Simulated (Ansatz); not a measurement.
H3NbO3S (SMILES [OH][Nb]([OH])([OH])=[S]) moved off its minimum; all values from Ansatz (an electronic-structure program), cores frozen in correlated methods. Elements past Kr take the def2 small-core potentials, without spin–orbit coupling.
(charge 0, multiplicity 1)
```xyz
8

Nb    -0.08078    -0.16063     0.15056
S      1.07284     0.94973    -1.16809
O      1.08438    -1.08517     1.41519
H      1.91704    -1.15273     1.48291
O     -1.08158    -1.39093    -0.94339
H     -1.10154    -1.35192    -1.85579
O     -1.23991     0.95677     1.03982
H     -1.40795     1.88923     1.12352
```

Forces at PBE/def2-TZVPP (eV/Å):

```tsv
atom	Fx	Fy	Fz
Nb1	0.055	-3.086	1.112
S2	1.611	1.610	-1.717
O3	-10.805	1.150	-1.313
H4	10.202	-0.780	0.777
O5	0.115	0.007	3.514
H6	-0.068	0.061	-3.278
O7	-0.984	0.259	0.880
H8	-0.127	0.779	0.024
```

Question: Give the forces (eV/Å), the total energy and the dipole at CCSD(T)/def2-TZVPPD.

Answer: 
```csv
atom,Fx,Fy,Fz
Nb1,0.050,-3.268,1.183
S2,1.679,1.682,-1.794
O3,-10.326,1.133,-1.300
H4,9.796,-0.772,0.783
O5,0.092,0.028,3.019
H6,-0.079,0.005,-2.869
O7,-1.131,0.841,0.974
H8,-0.081,0.351,0.005
```
Energy -681.6964 hartree, dipole 1.19 D.
